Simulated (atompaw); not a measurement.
**Cutoff test, V, PAW (atompaw)**

V, PAW, made with atompaw 4.2.0.5 (PBE, scalar-relativistic). Core [Ne] 3s2, reference 3p6 3d3 4s1.5 4p0 (charge +0.5). Waves: 4s (bound): rc 2.75 bohr; 4s channel at 2.05 Ry: rc 2.75 bohr; 3p (bound): rc 1.55 bohr; 4p (bound, empty): rc 1.80 bohr; 3d (bound): rc 2.75 bohr; 3d channel at 1 Ry: rc 2.40 bohr. Local part: bessel scheme, radius 1.80 bohr. Core correction: smooth core density matched at 2.25 bohr. Augmentation charge: besselshape compensation charge, radius 2.30 bohr; PAW radius 2.75 bohr; waves and projectors: custom polynom2 7 10 vanderbiltortho.

The pseudo-atom Hamiltonian at the reference potential is diagonalised in spherical Bessel functions j_l(qr) that vanish at 20 bohr, with q² up to the cutoff. All-electron valence levels (Ry): 4s -0.5662, 3p -3.5033, 4p -0.2955, 3d -0.6417.

**Question.** How do the lowest levels (Ry) of each channel move with the cutoff, and are there ghosts?

**Answer.**

```csv
cutoff (Ry),s #1,s #2,p #1,p #2,p #3,d #1,d #2,f #1,f #2,Σ f·Δε (mRy)
8,-0.5657,-0.1058,-2.2814,-0.2458,-0.0374,-0.6176,-0.0507,0.0282,0.1314,7404.3
12,-0.5661,-0.1059,-3.2066,-0.2860,-0.0462,-0.6347,-0.0510,0.0282,0.1314,1801.2
21,-0.5661,-0.1059,-3.4975,-0.2954,-0.0482,-0.6396,-0.0511,0.0282,0.1314,41.2
30,-0.5662,-0.1059,-3.5023,-0.2955,-0.0482,-0.6411,-0.0511,0.0282,0.1314,7.7
40,-0.5662,-0.1059,-3.5026,-0.2955,-0.0482,-0.6415,-0.0511,0.0282,0.1314,4.7
50,-0.5662,-0.1059,-3.5027,-0.2955,-0.0482,-0.6416,-0.0511,0.0282,0.1314,4.1
70,-0.5662,-0.1059,-3.5029,-0.2955,-0.0482,-0.6417,-0.0511,0.0282,0.1314,2.7
90,-0.5662,-0.1059,-3.5029,-0.2955,-0.0482,-0.6417,-0.0511,0.0282,0.1314,2.3
110,-0.5662,-0.1059,-3.5029,-0.2955,-0.0482,-0.6417,-0.0511,0.0282,0.1314,2.1
160,-0.5662,-0.1059,-3.5031,-0.2955,-0.0482,-0.6417,-0.0511,0.0282,0.1314,0.9
200,-0.5662,-0.1059,-3.5032,-0.2955,-0.0482,-0.6417,-0.0511,0.0282,0.1314,0.4
400,-0.5662,-0.1059,-3.5033,-0.2955,-0.0482,-0.6417,-0.0511,0.0282,0.1314,0.0
```

Result: no extra level below or beside the all-electron valence levels (s, p, d, f tested); 10 mRy is reached at 30 Ry and 1 mRy at 160 Ry.
